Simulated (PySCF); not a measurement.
## Ionisation energy of Bi⁶⁷⁺ by level of theory

Bi⁶⁷⁺ [Ne] 3s2 3p4 (3P) → Bi⁶⁸⁺ [Ne] 3s2 3p3 (4S), as a difference of total energies. All numbers are calculated (PySCF 2.14, the spin-free X2C one-electron Hamiltonian (Gaussian nucleus), in an even-tempered Gaussian basis (17 s from 20 bohr⁻², ratio 2.5; 12 p from 26 bohr⁻², ratio 2.5; 4 d from 100 bohr⁻², ratio 2.7; 4 f from 150 bohr⁻², ratio 2.7)). Correlated levels: outer shells: 1s2 frozen; virtual orbitals above 40 to 60 times the deepest correlated orbital energy dropped. The calculations carry no spin-orbit coupling.

```csv
method,ionisation energy (eV)
UHF,8045.5
LDA,8047.9
PBE,8049.8
PBE0,8049.3
r2SCAN,8049.0
BP86,8051.6
M06-L,8047.3
MP2 (outer shells),8046.8
SCS-MP2 (outer shells),8046.9
```

Spin-orbit coupling is strong in these open shells (close to jj coupling). The scalar numbers leave it out and a first-order estimate fails, so it can dominate the gap to the real levels.

The ground level that NIST lists for one species does not belong to the high-spin term computed here, so part of any gap is the choice of state.

Breit and QED terms and the two-electron picture change are absent.

For comparison: 7870 ± 40 eV (theoretical estimate listed by NIST; NIST Atomic Spectra Database, ionization energies).
